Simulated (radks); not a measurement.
The numbers below are computed, except where a source is named.
Q: These are the eigenvalues of the occupied orbitals of an atom or ion with whole-number occupations (eV). Code: a radial shooting solver on a logarithmic mesh with Libxc functionals. Model: Dirac Kohn-Sham, PBEsol, spin-unpolarised, spherical densities, finite nucleus; Fermi nuclear charge, rms radius of each element as measured or else 0.836 A^(1/3) + 0.57 fm.

orbital  eigenvalue
1s1/2     -116.9705
2s1/2      -13.5768

Which element is it, and in what charge state? The configuration may be excited. Open shells, if any, are shared by 2j + 1.

A: Z = 4, beryllium, charge +1: Be+ in [He] 2s1. The 1s level, -4.2986 hartree, gives Z - s = 2.9 by -(Z - s)^2/2, which with screening and relativity narrows Z to a few neighbours, and the depths must fix Z and the occupations together.
